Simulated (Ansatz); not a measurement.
Gas-phase electronic energies from Ansatz, PBE0-D4/def2-TZVP geometries. CCSD(T)/CBS adds triple-zeta CCSD(T) − MP2 to the extrapolated MP2 energy (def2 sets, frozen cores). For Sc outer-core shells are correlated without core-valence functions, which leaves a few kJ/mol of doubt a bond. Scalar relativity is left out up to krypton. Each species was taken in one conformer, which may not be the lowest.

Reaction (substitution at a C–Si bond): `C[SiH]1CS1` + `[OH][Sc]([Cl])[Cl]` → `C[O][Sc]([Cl])[Cl]` + `C1[SiH2]S1`

```tsv
species	CCSD(T)/CBS(def2) energy (Eh)
`C[SiH]1CS1`	-766.58382
`[OH][Sc]([Cl])[Cl]`	-1755.74696
`C[O][Sc]([Cl])[Cl]`	-1794.99069
`C1[SiH2]S1`	-727.30403
```

(1) Work out ΔE.

Largest T1 diagnostic among the species: 0.015.

Results:

(1) ΔE = (-1794.99069) + (-727.30403) − (-766.58382) − (-1755.74696) = 0.03606 Eh = +0.98 eV.

In def2-TZVPP, CCSD(T) changes the Hartree–Fock value by +0.10 eV (the triples alone add −0.00 eV) and MP2 by +0.18 eV. From PBE to PBE0 (25 % exact exchange), in def2-TZVPP and without D4, ΔE moves by +0.04 eV.
